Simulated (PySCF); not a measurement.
# As (arsenic, neutral) across methods

[Ar] 3d10 4s1 4p4, high-spin 4P determinant (an excited configuration). Computed with PySCF 2.14 in aug-cc-pVDZ-DK (6s5p3d, 36 functions), with scalar relativity by spin-free X2C-1e. The B2PLYP total includes its PT2 part (frozen core); its orbital energies are those of the SCF part.

```json
{"method": "B2PLYP", "E (hartree)": "-2259.847", "mean ε 4s α (eV)": "-20.614", "mean ε 4p α (eV)": "-8.979", "mean ε 4p β (eV)": "-5.760", "Σ⟨r²⟩ (bohr²)": "43.09", "⟨S²⟩": "3.767"}
{"method": "PBE0", "E (hartree)": "-2260.010", "mean ε 4s α (eV)": "-18.518", "mean ε 4p α (eV)": "-7.926", "mean ε 4p β (eV)": "-5.277", "Σ⟨r²⟩ (bohr²)": "42.60", "⟨S²⟩": "3.759"}
{"method": "TPSSh", "E (hartree)": "-2260.223", "mean ε 4s α (eV)": "-17.461", "mean ε 4p α (eV)": "-7.282", "mean ε 4p β (eV)": "-4.821", "Σ⟨r²⟩ (bohr²)": "42.54", "⟨S²⟩": "3.759"}
{"method": "PBE", "E (hartree)": "-2259.966", "mean ε 4s α (eV)": "-16.352", "mean ε 4p α (eV)": "-6.663", "mean ε 4p β (eV)": "-4.567", "Σ⟨r²⟩ (bohr²)": "42.71", "⟨S²⟩": "3.756"}
{"method": "LDA", "E (hartree)": "-2256.823", "mean ε 4s α (eV)": "-16.492", "mean ε 4p α (eV)": "-6.726", "mean ε 4p β (eV)": "-4.664", "Σ⟨r²⟩ (bohr²)": "42.65", "⟨S²⟩": "3.755"}
{"method": "UHF", "E (hartree)": "-2258.59968", "mean ε 4s α (eV)": "-24.552", "mean ε 4p α (eV)": "-11.306", "mean ε 4p β (eV)": "-6.128", "Σ⟨r²⟩ (bohr²)": "44.21", "⟨S²⟩": "3.800"}
{"method": "r2SCAN", "E (hartree)": "-2260.269", "mean ε 4s α (eV)": "-17.358", "mean ε 4p α (eV)": "-7.149", "mean ε 4p β (eV)": "-4.596", "Σ⟨r²⟩ (bohr²)": "42.49", "⟨S²⟩": "3.766"}
{"method": "wB97X-V", "E (hartree)": "-2260.076", "mean ε 4s α (eV)": "-21.281", "mean ε 4p α (eV)": "-10.076", "mean ε 4p β (eV)": "-7.400", "Σ⟨r²⟩ (bohr²)": "42.61", "⟨S²⟩": "3.759"}
{"method": "B3LYP", "E (hartree)": "-2260.318", "mean ε 4s α (eV)": "-18.012", "mean ε 4p α (eV)": "-7.533", "mean ε 4p β (eV)": "-5.290", "Σ⟨r²⟩ (bohr²)": "42.77", "⟨S²⟩": "3.758"}
```
